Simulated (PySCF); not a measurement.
HLiO (SMILES [Li][OH]), singlet, at a GFN2-xTB geometry (such geometries of metal compounds can be far from the true shape); PySCF with BHANDHLYP/def2-TZVP.

The PySCF input:
```python
from pyscf import gto, scf, dft

mol = gto.Mole()
mol.atom = '''
    Li   -0.000000   -0.000000   -1.222441
    O     0.000000    0.000000    0.302063
    H     0.000000    0.000000    1.250820
'''
mol.basis = 'def2-tzvp'
mol.charge = 0
mol.spin = 0
mol.verbose = 4
mol.build()

mf = dft.RKS(mol)
mf.xc = 'bhandhlyp'
mf.kernel()
```

Question: Write the output that PySCF gives for this input, abridged.

Answer: 
```
PySCF version 2.14.0

[INPUT] verbose = 4
[INPUT] num. atoms = 3
[INPUT] num. electrons = 12
[INPUT] charge = 0
[INPUT] spin (= nelec alpha-beta = 2S) = 0
[INPUT] symmetry False subgroup None
[INPUT] Mole.unit = angstrom
[INPUT] Symbol           X                Y                Z      unit          X                Y                Z       unit  Magmom
[INPUT]  1 Li     0.000000000000   0.000000000000  -1.222441000000 AA    0.000000000000   0.000000000000  -2.310078693439 Bohr   0.0
[INPUT]  2 O      0.000000000000   0.000000000000   0.302063000000 AA    0.000000000000   0.000000000000   0.570816342364 Bohr   0.0
[INPUT]  3 H      0.000000000000   0.000000000000   1.250820000000 AA    0.000000000000   0.000000000000   2.363707231128 Bohr   0.0

nuclear repulsion = 13.434689665396
number of shells = 23
number of NR pGTOs = 74
number of NR cGTOs = 51
basis = def2-tzvp
ecp = {}

******** <class 'pyscf.dft.rks.RKS'> ********
method = RKS
initial guess = minao
damping factor = 0
level_shift factor = 0
DIIS = <class 'pyscf.scf.diis.CDIIS'>
diis_start_cycle = 1
diis_space = 8
diis_damp = 0
SCF conv_tol = 1e-09
SCF conv_tol_grad = None
SCF max_cycles = 50
direct_scf = True
direct_scf_tol = 1e-13
XC library pyscf.dft.libxc version 7.1.2
    S. Lehtola, C. Steigemann, M. J. T. Oliveira, and M. A. L. Marques,  SoftwareX 7, 1–5 (2018)
XC functionals = bhandhlyp
    A. D. Becke,  J. Chem. Phys. 98, 1372 (1993)
    Defined through Gaussian implementation.
radial grids:
    Treutler-Ahlrichs [JCP 102, 346 (1995); DOI:10.1063/1.469408] (M4) radial grids

becke partition: Becke, JCP 88, 2547 (1988); DOI:10.1063/1.454033
pruning grids: <function nwchem_prune>
grids dens level: 3
symmetrized grids: False
atomic radii adjust function: <function treutler_atomic_radii_adjust>
small_rho_cutoff = 0
Set gradient conv threshold to 3.16228e-05
Initial guess from minao.
tot grids = 37616
init E= -83.1611636626436
  HOMO = -0.498858177972675  LUMO = -0.081491304682487  gap/eV = 11.35713
cycle= 1 E= -83.2036035482887  delta_E= -0.0424  |g|= 0.932  |ddm|= 1.03
  HOMO = -0.0700338940083752  LUMO = -0.0105880364530506  gap/eV = 1.61760
cycle= 2 E= -82.9334173752299  delta_E= 0.27  |g|= 1.48  |ddm|= 1.21
  HOMO = -0.305155771635568  LUMO = -0.0178803547007504  gap/eV = 7.81716
cycle= 3 E= -83.3686718973226  delta_E= -0.435  |g|= 0.0707  |ddm|= 0.79
  HOMO = -0.28815561238866  LUMO = -0.0209865072689581  gap/eV = 7.27004
cycle= 4 E= -83.3697820459658  delta_E= -0.00111  |g|= 0.011  |ddm|= 0.0427
  HOMO = -0.288305098264958  LUMO = -0.0203017269161663  gap/eV = 7.29274
cycle= 5 E= -83.369801595232  delta_E= -1.95e-05  |g|= 0.00136  |ddm|= 0.00663
  HOMO = -0.288703281559709  LUMO = -0.0202519523273068  gap/eV = 7.30493
cycle= 6 E= -83.3698020108735  delta_E= -4.16e-07  |g|= 7.2e-05  |ddm|= 0.00101
  HOMO = -0.288682294828988  LUMO = -0.0202445480005906  gap/eV = 7.30456
cycle= 7 E= -83.3698020134431  delta_E= -2.57e-09  |g|= 1.75e-05  |ddm|= 0.000126
  HOMO = -0.288676061827745  LUMO = -0.0202440018178791  gap/eV = 7.30441
cycle= 8 E= -83.3698020135209  delta_E= -7.77e-11  |g|= 1.81e-06  |ddm|= 2.01e-05
  HOMO = -0.288675281333039  LUMO = -0.0202440063642726  gap/eV = 7.30439
Extra cycle  E= -83.3698020135207  delta_E= 1.99e-13  |g|= 2.13e-06  |ddm|= 2.01e-06
converged SCF energy = -83.3698020135207
```
